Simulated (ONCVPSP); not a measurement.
C, ONCV: configuration errors across variants

carbon (C), optimised norm-conserving Vanderbilt (ONCV), made with ONCVPSP 4.0.1 (LDA (Perdew-Zunger), scalar-relativistic). Core [He], reference 2s2 2p2. Waves: 2s: rc 0.90 bohr, ncon 3, nbas 7, qcut 5.8 1/bohr, 1 projector; 2p: rc 2.00 bohr, ncon 4, nbas 8, qcut 5.8 1/bohr, 2 projectors, debl 0.7 Ha; d scattering state at 0.39 Ha: rc 2.10 bohr, ncon 4, nbas 7, qcut 5 1/bohr, 2 projectors, debl 1 Ha. Local part: polynomial inside 0.70 bohr (lpopt 5, dvloc0 3 Ha). Core correction: Teter function, fcfact 1.75, rcfact 1.

All-electron excitation energies from the reference (eV): (1) 2s2 2p1 10.988; (2) 2s2 2p0 35.247; (3) 2s1 2p0 83.217; (4) 2s2 2p1.5 4.029.

Errors AE − PS in meV (a dash: test not solved or not reliable):

| change | (1) | (2) | (3) | (4) | bound ghosts | GHOST(+) flags above zero |
| --- | --- | --- | --- | --- | --- | --- |
| base | +43 | +373 | +822 | +6.4 | none | none |
| core correction none | +43 | +376 | +841 | +6.4 | none | none |
| d: qcut 5.4 | +43 | +373 | +822 | +6.4 | none | none |
| local potential polynomial inside 0.75 bohr (lpopt 5, dvloc0 3 Ha) | +43 | +373 | +822 | +6.4 | none | none |
| s: qcut 6.3; p: qcut 6.3; d: qcut 5.4 | +37 | +329 | +743 | +5.5 | none | none |
| s: nbas 6 | +43 | +373 | +822 | +6.4 | none | none |

Problem. Give the same row for: all radii but the core radius scaled by about 1.25 (s 1.12, p 2.50, d 2.64 bohr); local potential polynomial inside 0.88 bohr (lpopt 5, dvloc0 3 Ha).

Solution. +80, +631, +1290, +13; bound ghosts: none; GHOST(+) flags above zero: none.
